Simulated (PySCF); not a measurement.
A structure optimised at PBE-D3(BJ)/def2-SVP, used in a PySCF frequency run:

```xyz
8

Se     0.5020    -0.1930     0.8366
O      1.7138    -0.7341    -0.4398
C      1.3023    -1.8410    -1.2274
H      0.4272    -1.5881    -1.8705
H      2.1597    -2.0860    -1.8880
H      1.0469    -2.7360    -0.6153
Se    -1.1809     0.8877    -0.3707
H     -2.0732    -0.2932    -0.5837
```
Charge 0, spin multiplicity 1.

Write its SMILES and formula.

CO[Se][SeH], CH₄OSe₂

What are its rotational constants (standard atomic weights)?

4.6770, 1.5196, 1.2056 GHz
